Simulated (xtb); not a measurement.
C3H3 (SMILES [CH]=C=C), doublet, geometry from GFN2-xTB; GFN1-xTB run with xtb.

Here is a job for xtb.
```
$ xtb mol.xyz --gfn 1 --uhf 1 --grad --json

# file mol.xyz
6

C     -0.83809205    -0.53136753     0.74537963
C      0.07485540     0.04745986    -0.06657466
C      0.89824084     0.56950310    -0.79887457
H     -0.83974223    -0.32796193     1.80085104
H     -1.57644059    -1.20394750     0.34804593
H      1.60615765     1.01833687    -1.42847936
```

Output, abridged:

```
   ID    Z sym.   atoms
    1    6 C      1-3
    2    1 H      4-6

           -------------------------------------------------
          |                Calculation Setup                |
           -------------------------------------------------

           -------------------------------------------------
          |                 G F N 1 - x T B                 |
           -------------------------------------------------

          ...................................................
          :                      SETUP                      :
          :.................................................:
          :  # basis functions                  18          :
          :  # atomic orbitals                  18          :
          :  # shells                           12          :
          :  # electrons                        15          :
          :  # halogen bonds                     0          :
          :  max. iterations                   250          :
          :  Hamiltonian                  GFN1-xTB          :
          :  restarted?                      false          :
          :  GBSA solvation                  false          :
          :  PC potential                    false          :
          :  electronic temp.          300.0000000     K    :
          :  accuracy                    1.0000000          :
          :  -> integral cutoff          0.2500000E+02      :
          :  -> integral neglect         0.1000000E-07      :
          :  -> SCF convergence          0.1000000E-05 Eh   :
          :  -> wf. convergence          0.2000000E-04 e    :
          :  Broyden damping             0.4000000          :
          :  net charge                          0          :
          :  unpaired electrons                  1          :
          ...................................................

 iter      E             dE          RMSdq      gap      omega  full diag
   1     -8.0014799 -0.800148E+01  0.961E+00    4.69       0.0  T
   2     -8.0097738 -0.829394E-02  0.571E+00    4.46       1.0  T
   3     -8.0089615  0.812285E-03  0.760E-01    4.44       1.0  T
   4     -8.0103683 -0.140681E-02  0.219E-01    4.50       1.0  T
   5     -8.0104986 -0.130255E-03  0.848E-02    4.47       1.0  T
   6     -8.0105170 -0.184115E-04  0.169E-03    4.47      24.2  T
   7     -8.0105170 -0.111291E-07  0.725E-05    4.47     562.9  T
   8     -8.0105170 -0.131557E-10  0.112E-05    4.47    3657.2  T

   *** convergence criteria satisfied after 8 iterations ***

         :::::::::::::::::::::::::::::::::::::::::::::::::::::
         ::                     SUMMARY                     ::
         :::::::::::::::::::::::::::::::::::::::::::::::::::::
         :: total energy              -7.814567284285 Eh    ::
         :: gradient norm              0.009020364784 Eh/a0 ::
         :: HOMO-LUMO gap              4.471727161771 eV    ::
         ::.................................................::
         :: SCC energy                -8.010516990586 Eh    ::
         :: -> electrostatic           0.000640046568 Eh    ::
         :: repulsion energy           0.197122218768 Eh    ::
         :: dispersion energy         -0.001172512467 Eh    ::
         :: halogen bond corr.         0.000000000000 Eh    ::
         :: add. restraining           0.000000000000 Eh    ::
         :: total charge               0.000000000000 e     ::
         :::::::::::::::::::::::::::::::::::::::::::::::::::::

           -------------------------------------------------
          |                Property Printout                |
           -------------------------------------------------

    * Orbital Energies and Occupations

         #    Occupation            Energy/Eh            Energy/eV
      -------------------------------------------------------------
         1        2.0000           -0.6417651             -17.4633
         2        2.0000           -0.6270212             -17.0621
         3        2.0000           -0.5730730             -15.5941
         4        2.0000           -0.5457926             -14.8518
         5        2.0000           -0.5293046             -14.4031
         6        2.0000           -0.4850861             -13.1999
         7        2.0000           -0.4463644             -12.1462
         8        1.0000           -0.3639074              -9.9024 (HOMO)
         9                         -0.1995744              -5.4307 (LUMO)
        10                         -0.1503266              -4.0906
        11                         -0.1183149              -3.2195
        12                         -0.0941032              -2.5607
        13                         -0.0687592              -1.8710
        14                          0.1573597               4.2820
        15                          0.3271142               8.9012
        16                          0.3969138              10.8006
        17                          0.4810403              13.0898
        18                          1.3976543              38.0321
      -------------------------------------------------------------
                  HL-Gap            0.1643329 Eh            4.4717 eV
             Fermi-level           -0.3434384 Eh           -9.3454 eV

  Mulliken/CM5 charges         n(s)   n(p)   n(d)
     1C    -0.07439 -0.17368   1.042  3.032  0.000
     2C     0.00638 -0.00382   1.093  2.901  0.000
     3C    -0.09199 -0.14541   1.095  2.997  0.000
     4H     0.04812  0.10175   0.952  0.000  0.000
     5H     0.04812  0.10175   0.952  0.000  0.000
     6H     0.06376  0.11941   0.936  0.000  0.000

Wiberg/Mayer (AO) data.
largest (>0.10) Wiberg bond orders for each atom

 ---------------------------------------------------------------------------
     #   Z sym  total        # sym  WBO       # sym  WBO       # sym  WBO
 ---------------------------------------------------------------------------
     1   6 C    3.614 --     2 C    1.428     5 H    0.965     4 H    0.965
                             3 C    0.246
     2   6 C    3.987 --     3 C    2.548     1 C    1.428
     3   6 C    3.837 --     2 C    2.548     6 H    0.983     1 C    0.246
     4   1 H    1.004 --     1 C    0.965
     5   1 H    1.004 --     1 C    0.965
     6   1 H    0.994 --     3 C    0.983
 ---------------------------------------------------------------------------

Topologies differ in total number of bonds
Writing topology from bond orders to xtbtopo.mol

 dipole moment from electron density (au)
     X       Y       Z
  -0.0584  -0.0370   0.0519  total (Debye):    0.220

           -------------------------------------------------
          | TOTAL ENERGY               -7.814567284285 Eh   |
          | GRADIENT NORM               0.009020364784 Eh/α |
          | HOMO-LUMO GAP               4.471727161771 eV   |
           -------------------------------------------------

normal termination of xtb
```
